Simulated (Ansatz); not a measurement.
A geometry relaxed with PBE-D3(BJ)/def2-TZVP (Ansatz, a first-principles code), charge 0, multiplicity 2:

```xyz
5

O      2.0103    -0.2922    -0.0243
B     -0.5942     0.0864     0.0072
C      0.8616    -0.1252    -0.0104
H     -1.2922    -0.8844    -0.0526
H     -0.9856     1.2154     0.0801
```

Question: Write the SMILES of this molecule.

Answer: `B[C]=O`
